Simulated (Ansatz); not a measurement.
CH$_{9}$SbSi$_{2}$ (`[SiH3]C[SiH2][SbH2]`), charge 0, multiplicity 1.

(1) Give a relaxed structure at PBE0-D4/def2-TZVP (the Gaussian-basis code of Ansatz). (An estimate is asked.)

Results:

(1) Ansatz gave: 
```xyz
13

Si   -0.2997    0.3558   -1.8385
C    -1.1887   -0.4178   -0.3846
Si   -0.3749   -0.0774    1.2725
Sb    2.0735   -0.8876    1.2568
H     1.0562   -0.2445   -1.9721
H    -1.0397    0.1291   -3.1089
H    -0.1452    1.8206   -1.6324
H    -1.2369   -1.5007   -0.5404
H    -2.2194   -0.0484   -0.3515
H    -0.4593    1.3757    1.5797
H    -1.0736   -0.8214    2.3581
H     2.3005   -0.2487    2.8255
H     2.6071    0.5653    0.5355
```
This is one stationary point; other conformers may exist.
